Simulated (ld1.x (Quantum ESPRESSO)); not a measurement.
**PBE TM semilocal dataset for germanium (Ge), scalar-relativistic all-electron reference.**

The input file (ld1.x (Quantum ESPRESSO) 7.5):

```
&input
   title='Ge', zed=32., rel=1, dft='PBE', iswitch=3,
   config='[Ar] 3d10 4s2 4p2',
   nld=3, rlderiv=2.70, eminld=-4.0, emaxld=5.0, deld=0.02
 /
 &inputp
   pseudotype=1, tm=.true., lloc=0,
   nlcc=.true.,
   file_pseudopw='Ge.pp', file_wfcaegen='ae.wfc', file_wfcncgen='nc.wfc'
 /
3
4P  2  1   2.00   0.00  2.50  2.50  0.0
3D  3  2  10.00   0.00  1.05  1.05  0.0
4S  1  0   2.00   0.00  1.45  1.45  0.0
 &test
   configts(1)='3d10 4s2 4p2'
 /
```

Command:

```bash
ld1.x < Ge.in > Ge.out
```

Resulting log (shortened: banner, matrices, multipoles, cross overlaps and the repeated all-electron block are left out):

```
Program LD1 v.7.5
     --------------------------- All-electron run ----------------------------

     Ge
     scalar relativistic calculation

     atomic number is 32.00
     dft =PBE   lsd =0 sic =0 latt =0  beta=0.20 tr2=1.0E-14
     Exchange-correlation= PBE
                           (   1   4   3   4   0   0   0)
     mesh =1207 r(mesh) = 100.41023 a.u. xmin = -7.00 dx = 0.01250
     1 Ry =  13.60569312 eV, c = 137.03599908

     n l     nl                  e(Ry)          e(Ha)          e(eV)
     1 0     1S 1( 2.00)      -805.6314      -402.8157    -10961.1741
     2 0     2S 1( 2.00)      -100.8250       -50.4125     -1371.7939
     2 1     2P 1( 6.00)       -88.1036       -44.0518     -1198.7111
     3 0     3S 1( 2.00)       -12.3839        -6.1919      -168.4909
     3 1     3P 1( 6.00)        -8.4979        -4.2490      -115.6205
     3 2     3D 1(10.00)        -2.1543        -1.0772       -29.3109
     4 0     4S 1( 2.00)        -0.8622        -0.4311       -11.7311
     4 1     4P 1( 2.00)        -0.2863        -0.1431        -3.8953

     final scf error:  3.0E-15 reached in  36 iterations

     Etot =   -4197.669992 Ry,   -2098.834996 Ha,  -57112.209742 eV

     Ekin =    4273.695468 Ry,    2136.847734 Ha,   58146.589038 eV
     Encl =  -10116.689522 Ry,   -5058.344761 Ha, -137644.573051 eV
     Eh   =    1804.321722 Ry,     902.160861 Ha,   24549.047641 eV
     Exc  =    -158.997660 Ry,     -79.498830 Ha,   -2163.273369 eV

     normalization and overlap integrals

     s(1S/1S) =  1.000000  <r> =   0.0470  <r2> =    0.0030  r(max) =   0.0309
     s(2S/2S) =  1.000000  <r> =   0.2100  <r2> =    0.0520  r(max) =   0.1754
     s(2P/2P) =  1.000000  <r> =   0.1837  <r2> =    0.0414  r(max) =   0.1418
     s(3S/3S) =  1.000000  <r> =   0.6242  <r2> =    0.4495  r(max) =   0.5402
     s(3P/3P) =  1.000000  <r> =   0.6470  <r2> =    0.4929  r(max) =   0.5402
     s(3D/3D) =  1.000000  <r> =   0.7365  <r2> =    0.6969  r(max) =   0.5012
     s(4S/4S) =  1.000000  <r> =   2.1162  <r2> =    5.1841  r(max) =   1.7494
     s(4P/4P) =  1.000000  <r> =   2.8993  <r2> =   10.0650  r(max) =   2.2184

     ------------------------ End of All-electron run ------------------------

     --------------------- Generating NC pseudopotential ---------------------

      Generating local pot.: lloc=0, matching radius rcloc =   1.4500

      Computing core charge for nlcc:

       r > 0.29 : true rho core
       r < 0.29 : rho core = a sin(br)/r    a=  83.97  b=   8.37

      Integrated core pseudo-charge :  11.52

      Wfc   4P  rcut= 2.482  Using Troullier-Martins method

      Wfc   3D  rcut= 1.061  Using Troullier-Martins method

     ------------------- End of pseudopotential generation -------------------

     Computing logarithmic derivative in   2.69267
     Computing logarithmic derivative in   2.69267
     Computing the partial wave expansion
       no projector for channel:   0
     R is outside the sphere for l=    1 j= 0.00
     R is outside the sphere for l=    2 j= 0.00

     ---------------------- Testing the pseudopotential ----------------------

     Ge
     scalar relativistic calculation

     atomic number is 32.00   valence charge is 14.00
     dft =PBE   lsd =0 sic =0 latt =0  beta=0.20 tr2=1.0E-14
     mesh =1207 r(mesh) = 100.41023 xmin = -7.00 dx = 0.01250

     n l     nl             e AE (Ry)        e PS (Ry)    De AE-PS (Ry)
     3 2     3D   1(10.00)       -2.15431       -2.15433        0.00002
     1 0     4S   1( 2.00)       -0.86222       -0.86222        0.00000
     2 1     4P   1( 2.00)       -0.28630       -0.28630        0.00000

     eps = 6.4E-16  iter = 16

     Etot =   -4197.669992 Ry,   -2098.834996 Ha,  -57112.209742 eV
     Etotps =  -220.416440 Ry,    -110.208220 Ha,   -2998.918438 eV

     Ekin =     242.623585 Ry,     121.311792 Ha,    3301.062039 eV
     Encl =    -285.924584 Ry,    -142.962292 Ha,   -3890.202153 eV
     Ehrt =     165.477747 Ry,      82.738873 Ha,    2251.439438 eV
     Ecxc =     -67.204635 Ry,     -33.602317 Ha,    -914.365636 eV
     (Ecc =     -34.853913 Ry,     -17.426957 Ha,    -474.211647 eV)
     Epseu=    -275.388552 Ry,    -137.694276 Ha,   -3746.852127 eV

     ---------------------- End of pseudopotential test ----------------------
```

Generation and configuration tests took about 1.2 s on one core of a shared server CPU.

Transferability test of the new file with ld1.x, input:

```
&input
   title='Ge', zed=32., rel=1, dft='PBE', iswitch=2,
   config='[Ar] 3d10 4s2 4p2'
 /
 &test
   file_pseudo='Ge.pp', nconf=8,
   configts(1)='3d10 4s2 4p2',
   configts(2)='3d10 4s2 4p1',
   configts(3)='3d10 4s2 4p0',
   configts(4)='3d10 4s1 4p0',
   configts(5)='3d10 4s2 4p2.3',
   configts(6)='3d10 4s0 4p4',
   configts(7)='3d10 4s0 4p0',
   configts(8)='3d10 4s2 4p1.5'
 /
```

```bash
ld1.x < Ge.test.in > Ge.test.out
```

Pseudopotential blocks of its output, shortened (energy terms left out):

```
     ---------------------- Testing the pseudopotential ----------------------

     n l     nl             e AE (Ry)        e PS (Ry)    De AE-PS (Ry)
     3 2     3D   1(10.00)       -2.15431       -2.15433        0.00002
     1 0     4S   1( 2.00)       -0.86222       -0.86222        0.00000
     2 1     4P   1( 2.00)       -0.28630       -0.28630        0.00000

     eps = 2.7E-15  iter = 28

     Etot =   -4197.669992 Ry,   -2098.834996 Ha,  -57112.209742 eV
     Etotps =  -220.416440 Ry,    -110.208220 Ha,   -2998.918436 eV

     ---------------------- End of pseudopotential test ----------------------

          ---------------------- Testing the pseudopotential ----------------------

     n l     nl             e AE (Ry)        e PS (Ry)    De AE-PS (Ry)
     3 2     3D   1(10.00)       -2.81637       -2.81229       -0.00408
     1 0     4S   1( 2.00)       -1.45956       -1.45942       -0.00014
     2 1     4P   1( 1.00)       -0.82628       -0.82629        0.00001

     eps = 9.1E-15  iter = 21

     Etot =   -4197.122869 Ry,   -2098.561434 Ha,  -57104.765750 eV
     Etotps =  -219.869280 Ry,    -109.934640 Ha,   -2991.473945 eV
     dEtot_ae =       0.547123 Ry
     dEtot_ps =       0.547160 Ry,   Delta E=      -0.000037 Ry

     ---------------------- End of pseudopotential test ----------------------

          ---------------------- Testing the pseudopotential ----------------------

     n l     nl             e AE (Ry)        e PS (Ry)    De AE-PS (Ry)
     3 2     3D   1(10.00)       -3.61570       -3.60589       -0.00980  !
     1 0     4S   1( 2.00)       -2.14976       -2.15061        0.00085
     2 1     4P   1( 0.00)       -1.45571       -1.45708        0.00137

     eps = 4.1E-15  iter = 27

     Etot =   -4195.988126 Ry,   -2097.994063 Ha,  -57089.326796 eV
     Etotps =  -218.733893 Ry,    -109.366947 Ha,   -2976.026230 eV
     dEtot_ae =       1.681865 Ry
     dEtot_ps =       1.682546 Ry,   Delta E=      -0.000681 Ry

     ---------------------- End of pseudopotential test ----------------------

          ---------------------- Testing the pseudopotential ----------------------

     n l     nl             e AE (Ry)        e PS (Ry)    De AE-PS (Ry)
     3 2     3D   1(10.00)       -4.63739       -4.62038       -0.01701  !
     1 0     4S   1( 1.00)       -2.97339       -2.97629        0.00289
     2 1     4P   1( 0.00)       -2.20993       -2.21514        0.00521  !

     eps = 7.4E-15  iter = 24

     Etot =   -4193.431031 Ry,   -2096.715516 Ha,  -57054.535744 eV
     Etotps =  -216.174837 Ry,    -108.087419 Ha,   -2941.208494 eV
     dEtot_ae =       4.238961 Ry
     dEtot_ps =       4.241602 Ry,   Delta E=      -0.002642 Ry

     ---------------------- End of pseudopotential test ----------------------

          ---------------------- Testing the pseudopotential ----------------------

     n l     nl             e AE (Ry)        e PS (Ry)    De AE-PS (Ry)
     3 2     3D   1(10.00)       -1.99138       -1.99205        0.00068
     1 0     4S   1( 2.00)       -0.70960       -0.70966        0.00006
     2 1     4P   1( 2.30)       -0.14906       -0.14909        0.00003

     eps = 7.5E-15  iter = 29

     Etot =   -4197.734933 Ry,   -2098.867466 Ha,  -57113.093307 eV
     Etotps =  -220.481392 Ry,    -110.240696 Ha,   -2999.802165 eV
     dEtot_ae =      -0.064941 Ry
     dEtot_ps =      -0.064953 Ry,   Delta E=       0.000012 Ry

     ---------------------- End of pseudopotential test ----------------------

          ---------------------- Testing the pseudopotential ----------------------

     n l     nl             e AE (Ry)        e PS (Ry)    De AE-PS (Ry)
     3 2     3D   1(10.00)       -2.40106       -2.39804       -0.00303
     1 0     4S   1( 0.00)       -0.99555       -0.99430       -0.00124
     2 1     4P   1( 4.00)       -0.38263       -0.38223       -0.00040

     eps = 8.2E-15  iter = 30

     Etot =   -4196.479660 Ry,   -2098.239830 Ha,  -57096.014458 eV
     Etotps =  -219.226798 Ry,    -109.613399 Ha,   -2982.732538 eV
     dEtot_ae =       1.190331 Ry
     dEtot_ps =       1.189642 Ry,   Delta E=       0.000690 Ry

     ---------------------- End of pseudopotential test ----------------------

          ---------------------- Testing the pseudopotential ----------------------

     n l     nl             e AE (Ry)        e PS (Ry)    De AE-PS (Ry)
     3 2     3D   1(10.00)       -5.73553       -5.71437       -0.02115  !
     1 0     4S   1( 0.00)       -3.84393       -3.85218        0.00825  !
     2 1     4P   1( 0.00)       -3.00875       -3.02283        0.01408  !

     eps = 7.1E-16  iter = 19

     Etot =   -4190.024885 Ry,   -2095.012443 Ha,  -57008.192764 eV
     Etotps =  -212.763205 Ry,    -106.381602 Ha,   -2894.790873 eV
     dEtot_ae =       7.645107 Ry
     dEtot_ps =       7.653235 Ry,   Delta E=      -0.008128 Ry

     ---------------------- End of pseudopotential test ----------------------

          ---------------------- Testing the pseudopotential ----------------------

     n l     nl             e AE (Ry)        e PS (Ry)    De AE-PS (Ry)
     3 2     3D   1(10.00)       -2.46527       -2.46357       -0.00170
     1 0     4S   1( 2.00)       -1.14653       -1.14642       -0.00012
     2 1     4P   1( 1.50)       -0.54268       -0.54262       -0.00005

     eps = 5.4E-15  iter = 24

     Etot =   -4197.464058 Ry,   -2098.732029 Ha,  -57109.407861 eV
     Etotps =  -220.210493 Ry,    -110.105246 Ha,   -2996.116386 eV
     dEtot_ae =       0.205934 Ry
     dEtot_ps =       0.205947 Ry,   Delta E=      -0.000012 Ry

     ---------------------- End of pseudopotential test ----------------------
```
